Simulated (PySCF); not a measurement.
Molecule: SMILES [GeH3][GeH2][GeH2][GeH3] (H10Ge4), singlet. Atoms near the plane z = 1.2 Å, at the GFN2-xTB optimised geometry (x, y, z in Å): Ge1 (3.0, -1.3, 0.0), Ge2 (0.6, -1.3, 0.0), Ge3 (-0.5, 0.8, 0.0), H5 (3.6, 0.1, 0.1), H7 (3.6, -2.1, 1.1), H9 (0.1, -2.1, 1.2), H11 (-0.3, 1.5, 1.4), H13 (-3.6, -0.2, 0.0), H14 (-3.5, 2.1, -0.2).

Computed with CAM-B3LYP/def2-TZVP (PySCF). The values are rescaled to run from 0 to 1.

```
|9999999999999999999999999999999|
|9999999999999999999999999999999|
|9999999999999999999999999999999|
|9999999999999999999999999999999|
|9999999999999999999999999999999|
|9999999999999999999999999999999|
|9999999999999999999999999999999|
|9999999999999999999999999999999|
|9999999999999999999999999999999|
|9999999999999999999999999999999|
|9999999999999999999999999999999|
|9999999999999919999999999999999|
|9999999999999968999999999999999|
|9999999999999999999999999999999|
|9999999999999999999999999999999|
|9999999999999999999999999999999|
|9999999999999999999999999999999|
|9999999999999999999999999999999|
|9999999999999999999999999999999|
|9999999999999999999999999999999|
|9999999999999990699999980999999|
|9999999999999998999999998999999|
|9999999999999999999999999999999|
|9999999999999999999999999999999|
|9999999999999999999999999999999|
|9999999999999999999999999999999|
|9999999999999999999999999999999|
|9999999999999999999999999999999|
|9999999999999999999999999999999|
|9999999999999999999999999999999|
|9999999999999999999999999999999|
```
Scale: ten equal steps from 0.000 (start of '0') to 1.00 (end of '9'), in the order '0123456789'; x runs from -6.00 to 6.00, y from -6.00 (bottom) to 6.00 (top).

**Question.** Which quantity is mapped?
A) Laplacian of the electron density
B) log10 of the electron density
C) an orbital amplitude
D) electron localisation function

**Answer.** A, Laplacian of the electron density. In full: Laplacian of the electron density (e/bohr⁵), clipped to [-1.50, 1.50].
